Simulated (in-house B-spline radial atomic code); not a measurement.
A fraction x of an electron is removed from 3d in the arsenic ion As⁵⁺, starting from [Ar] 3d10 and keeping the highest spin. Method: non-relativistic BLYP, spin-polarised, spherical fractional occupations, point nucleus. Calculated with an all-electron radial atomic-structure program (B-spline basis).

```json
{"x": "0", "E(x) - E(0) (eV)": "0.0000", "3d down level (eV)": "-107.813"}
{"x": "0.05", "E(x) - E(0) (eV)": "5.4250", "3d down level (eV)": "-109.188"}
{"x": "0.21", "E(x) - E(0) (eV)": "23.2493", "3d down level (eV)": "-113.624"}
{"x": "0.37", "E(x) - E(0) (eV)": "41.7874", "3d down level (eV)": "-118.111"}
{"x": "0.42", "E(x) - E(0) (eV)": "47.7282", "3d down level (eV)": "-119.524"}
{"x": "0.5", "E(x) - E(0) (eV)": "57.3810", "3d down level (eV)": "-121.796"}
{"x": "0.56", "E(x) - E(0) (eV)": "64.7400", "3d down level (eV)": "-123.508"}
{"x": "0.65", "E(x) - E(0) (eV)": "75.9718", "3d down level (eV)": "-126.089"}
{"x": "0.81", "E(x) - E(0) (eV)": "96.5157", "3d down level (eV)": "-130.718"}
{"x": "0.92", "E(x) - E(0) (eV)": "111.0710", "3d down level (eV)": "-133.929"}
{"x": "1", "E(x) - E(0) (eV)": "121.8793", "3d down level (eV)": "-136.279"}
```

The exact functional would give a straight line between the two integer points. Deviations E(x) - E(0) - x[E(1) - E(0)], in eV: -0.669 at x = 0.05, -2.345 at x = 0.21, -3.308 at x = 0.37, -3.461 at x = 0.42, -3.559 at x = 0.5, -3.512 at x = 0.56, -3.25 at x = 0.65, -2.207 at x = 0.81, -1.058 at x = 0.92.

The curve lies below the straight line by up to 3.559 eV (at x = 0.5): convex, the delocalisation error that favours fractional charges.

Problem. How well does Slater's transition state (minus the level at half occupation) give the ionisation energy?

Solution. It gives 121.796 eV against 121.879 eV from the two total energies; NIST lists 121.19 eV, ground level to ground level.
